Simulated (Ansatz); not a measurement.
The cluster AlRu₂⁺, relaxed as a singlet with RKS r2SCAN-D4/def2-TZVP in Ansatz, starting from the GFN1-xTB geometry. Force threshold 0.02 eV/Å.

In the def2 sets Ru takes a core potential; there is no spin–orbit coupling. The restricted singlet is unstable: a solution with broken spin symmetry lies lower. The relaxation made no stability test and no search for a lower SCF solution. At r2SCAN-D4/def2-TZVP a quintet of charge 1 lies 1.56 eV below the restricted singlet, each at its own geometry. That quintet is doubtful there (⟨S²⟩ 6.78, where a pure state has 6.00). The structure comes from a short search, and lower isomers may exist.

Start:

```csv
atom,x (Å),y (Å),z (Å)
Ru1,-0.319,0.333,-0.685
Ru2,-0.626,-1.887,-0.493
Al3,0.945,1.554,1.178
```

```
step  energy (eV)  largest force component (eV/Å)  SCF passes
   1  -11752.0597                           4.183         189
   2  -11752.9569                           0.690          49
   3  -11753.1722                           0.648          45
   4  -11753.2620                           0.910          33
   5  -11753.3998                           1.427          40
   6  -11753.5923                           1.685          39
   7  -11753.6556                           1.563          40
   8  -11753.7107                           0.258          33
   9  -11753.7128                           0.056          29
  10  -11753.7129                           0.004          29
```

Force components are those of the run's own axes.

End:

```xyz
3

Ru   -0.471    0.511   -1.017
Ru   -0.207   -1.288    0.060
Al    0.677    0.777    0.957
```

Bonds formed: Ru2–Al3 (atoms count from 1).

No frequencies were taken in this run, so the end may be a saddle point.

Hardware: 4 threads of Arm Neoverse N1 on a shared host. Wall time 35 s.
